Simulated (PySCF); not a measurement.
Species: C₂H₇BO₂P (charge -1).
Cartesian coordinates in Å at the GFN2-xTB level; atoms count from 1:
```xyz
13
C2H7BO2P angstrom
P      2.1931   -0.3272   -0.0543
B      0.4854    0.8349   -0.2488
O     -0.2466    0.7054    1.0372
C     -1.2881   -0.1911    0.8444
C     -1.1176   -0.7319   -0.5903
O     -0.3940    0.2399   -1.2634
H      2.7550    0.4709    0.9171
H      2.9377    0.2935   -1.0364
H      0.8084    1.9556   -0.5105
H     -1.2550   -0.9993    1.5929
H     -2.2561    0.3369    0.9495
H     -0.5509   -1.6813   -0.5545
H     -2.0757   -0.9057   -1.1007
```

PySCF closed-shell single points with density fitting, gas phase. The input was altered on purpose; the results of an altered input aren't properties of the species above.

Task: At PBE0/pcSseg-1 the sound input gives E = -596.7041 Eh, HOMO -0.75 eV, LUMO 5.43 eV. What comes out at PBE0/pcSseg-1 with: at most 70 cycles, all coordinates scaled by 0.97?

Result: E = -596.6848 Eh, a change of +0.52 eV; HOMO -0.58 eV, LUMO 5.59 eV (gap 6.17 eV against 6.18), in 10 cycles. The distance P1···B2 goes from 2.075 to 2.013 Å, the nuclear repulsion from 296.49 to 305.66 Eh (it goes as one over the scale factor).

Coordinates of the altered input:
```
atom  x, y, z in Å
P1     2.1273   -0.3174   -0.0526
B2     0.4708    0.8098   -0.2413
O3    -0.2392    0.6842    1.0061
C4    -1.2494   -0.1854    0.8191
C5    -1.0840   -0.7099   -0.5726
O6    -0.3822    0.2327   -1.2255
H7     2.6724    0.4567    0.8896
H8     2.8496    0.2847   -1.0053
H9     0.7842    1.8969   -0.4952
H10   -1.2174   -0.9693    1.5451
H11   -2.1884    0.3268    0.9210
H12   -0.5344   -1.6309   -0.5378
H13   -2.0134   -0.8785   -1.0677
```

The SCF part of the output:
```
final grid: 105576 points
cycle   1  E = -596.5149761608  dE =  1.175e+00  |g| = 8.961e-01  |ddm| = 3.237e+00
cycle   2  E = -596.2966250193  dE =  2.184e-01  |g| = 1.407e+00  |ddm| = 4.365e+00
cycle   3  E = -596.6831789890  dE = -3.866e-01  |g| = 8.270e-02  |ddm| = 3.163e+00
cycle   4  E = -596.6844573562  dE = -1.278e-03  |g| = 3.765e-02  |ddm| = 1.460e-01
cycle   5  E = -596.6847821045  dE = -3.247e-04  |g| = 8.875e-03  |ddm| = 6.477e-02
cycle   6  E = -596.6847975020  dE = -1.540e-05  |g| = 2.320e-03  |ddm| = 1.697e-02
cycle   7  E = -596.6847987141  dE = -1.212e-06  |g| = 3.071e-04  |ddm| = 3.032e-03
cycle   8  E = -596.6847987391  dE = -2.505e-08  |g| = 1.066e-04  |ddm| = 7.929e-04
cycle   9  E = -596.6847987422  dE = -3.064e-09  |g| = 3.717e-05  |ddm| = 2.561e-04
cycle  10  E = -596.6847987424  dE = -2.319e-10  |g| = 1.294e-05  |ddm| = 4.779e-05
converged SCF energy = -596.6847987424
```
